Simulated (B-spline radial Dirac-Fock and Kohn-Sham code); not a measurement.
**Compton profile of Dy**

System: neutral dysprosium, [Xe] 4f10 5d1 6s1 (not the ground configuration).

Input file task.json (cfg lists n, l and occupation; rrms is the nuclear radius in fm):

```json
{"items": [{
  "Z": 66,
  "q": 0,
  "cfg": [[1, 0, 2], [2, 0, 2], [2, 1, 6], [3, 0, 2], [3, 1, 6], [3, 2, 10], [4, 0, 2], [4, 1, 6], [4, 2, 10], [4, 3, 10], [5, 0, 2], [5, 1, 6], [5, 2, 1], [6, 0, 1]],
  "A": 164,
  "rrms": 5.2218,
  "do": ["scatter"],
  "s": [0.0, 0.09, 0.11, 0.13, 0.16, 0.19, 0.23, 0.28, 0.33, 0.4, 0.48, 0.58, 0.7, 0.84, 1.01, 1.22, 1.47, 1.77, 2.13, 2.56, 3.08, 3.71, 4.46],
  "pz": [0, 0.1, 0.2, 0.3, 0.4, 0.5, 0.6, 0.8, 1.0, 1.2, 1.4, 1.6, 1.8, 2.0, 2.5, 3.0, 4.0, 5.0, 7.0, 10.0, 15.0, 20.0, 30.0, 40.0, 60.0, 100.0],
  "hv_scatter": [2000, 5000, 8047.8, 10000, 50000, 100000, 500000, 1000000]
}]}
```

Launch: `python xray_run.py task.json out`

Method: the impulse approximation on relativistic Hartree-Fock (Dirac-Fock) wave functions, averaged over the configuration. Computed with a radial finite-basis atomic code. pz is in atomic units of momentum; subshell profiles are per electron, for a selection of subshells; open shells are spread over both j values by their weights.

```tsv
pz	J total	J 2p3/2	J 4s1/2	J 4f5/2	J 6s1/2
0	10.71	0.0222	0.199	0.114	2.04
0.1	10.38	0.0222	0.198	0.114	1.73
0.2	9.662	0.0222	0.197	0.114	1.07
0.3	8.946	0.0222	0.195	0.114	0.501
0.4	8.404	0.0222	0.192	0.114	0.194
0.5	7.999	0.0222	0.189	0.114	0.0815
0.6	7.652	0.0222	0.184	0.114	0.0561
0.8	6.972	0.0222	0.174	0.114	0.0526
1	6.294	0.0222	0.162	0.113	0.0389
1.2	5.681	0.0222	0.148	0.112	0.0227
1.4	5.173	0.0222	0.133	0.110	0.0116
1.6	4.776	0.0222	0.118	0.107	0.00577
1.8	4.469	0.0222	0.104	0.103	0.00320
2	4.228	0.0222	0.0894	0.0996	0.00231
2.5	3.756	0.0222	0.0593	0.0883	0.00208
3	3.326	0.0222	0.0383	0.0761	0.00177
4	2.488	0.0222	0.0203	0.0534	0.000662
5	1.826	0.0221	0.0181	0.0358	0.000220
7	1.104	0.0217	0.0143	0.0150	0.000161
10	0.6588	0.0204	0.00371	0.00391	4.85e-05
15	0.3194	0.0163	0.00163	0.000457	1.43e-05
20	0.1714	0.0115	0.000959	6.68e-05	9.05e-06
30	0.06241	0.00449	9.87e-05	2.71e-06	< 1e-6
40	0.02815	0.00157	4.98e-05	< 1e-6	< 1e-6
60	0.008461	0.000216	3.24e-05	< 1e-6	< 1e-6
100	0.001483	9.84e-06	6.02e-06	< 1e-6	< 1e-6
```

J(0) = 10.71. The 6s1/2 subshell gives the largest part, 19 %.

Mean momentum ⟨p⟩ by subshell (a.u.): 1s1/2 65.4, 2s1/2 23.3, 2p1/2 30.9, 2p3/2 28.2, 3s1/2 11.7, 3p1/2 14.0, 3p3/2 13.2, 3d3/2 15.8, 3d5/2 15.5, 4s1/2 5.88, 4p1/2 6.57, 4p3/2 6.23, 4d3/2 6.71, 4d5/2 6.58, 4f5/2 5.82, 4f7/2 5.73, 5s1/2 2.16, 5p1/2 2.21, 5p3/2 2.04, 5d3/2 0.982, 5d5/2 0.953, 6s1/2 0.483.
